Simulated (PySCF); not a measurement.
**Structure elucidation problem**

An unknown has the formula C₇H₁₁NSi₂. Its calculated NMR data are:

¹H NMR (300 MHz, computed): δ 8.75 (m, 1H), 8.61 (m, 1H), 7.86 (d, 2H), 7.62 (m, 2H), 7.61 (m, 1H), 5.28 (t, 2H), 4.67 (t, 2H).

¹³C{¹H} NMR (computed): δ 171.5 (CH2), 141.3 (CH, 2C), 135.8 (C), 134.8 (CH), 133.4 (CH, 2C).

[PySCF 2.14: PBE0/pcSseg-1 with gauge-including orbitals; GFN2-xTB structure; relativity neglected; a single conformation; fast rotation and ring inversion assumed for equivalent nuclei; no solvent model]

Scale: ¹H, ¹³C against TMS (reference shieldings calculated alike).

Task: What is the structure?

Result: 
1. Rings plus π bonds: 5 (1 ring in the answer).
2. 5 carbon signals for 7 carbons: some carbons are equivalent by symmetry or fast rotation.
3. Carbon types of the structure: 1 × C, 5 × CH, 1 × CH2, leaving 4 H on heteroatoms.
4. δC 171.5: C=N carbon.
5. δC 141.3, 134.8, 133.4: aromatic CH.
6. δC 135.8: substituted aromatic carbon.
7. δH 8.75, 8.61: hydrogen on a C=N carbon.
8. δH 7.86, 7.62, 7.61: hydrogen on an aromatic CH; aromatic region.
9. δH 5.28: hydrogen on a silicon bonded to N, Si.
10. δH 4.67: hydrogen on a silicon bonded to C, Si.

These data were computed for `InChI=1S/C7H11NSi2/c1-8-10-9-7-5-3-2-4-6-7/h2-6H,1,9-10H2`.

This is the structure that produced the data.

Shifts are as computed. Against solution values, carbons near 30 ppm lie about +3 ppm off and those near 130 ppm about +5 ppm. Of 1211 compounds with measured shifts, 218 miss one by over three times the rms of a fit or turn the order of signals round; such compounds aren't used in these exercises. Multiplicities follow the n + 1 count of equivalent neighbours, as no J values were calculated; m marks all less simple cases, F and P coupling included.
